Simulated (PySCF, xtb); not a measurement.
C₂H₅Si, SMILES [CH2][Si]C (connectivity only; charge and spin as stated), charge +1, multiplicity 1.

GFN2-xTB in xtb 6.7.1 at its own geometry gives an orbital gap of 2.66 eV.

Geometry optimised at PBE0-D3(BJ)/def2-TZVP. The spin state was assumed, not searched. The isomer is the one that the SMILES or the coordinates give; other isomers of the formula were not compared.

Task: What does CAM-B3LYP/def2-TZVPD (PySCF) give? (Estimate from the structure and the level; the computed values follow.)

Result: gap 6.96 eV (levels -14.15 and -7.19 eV).
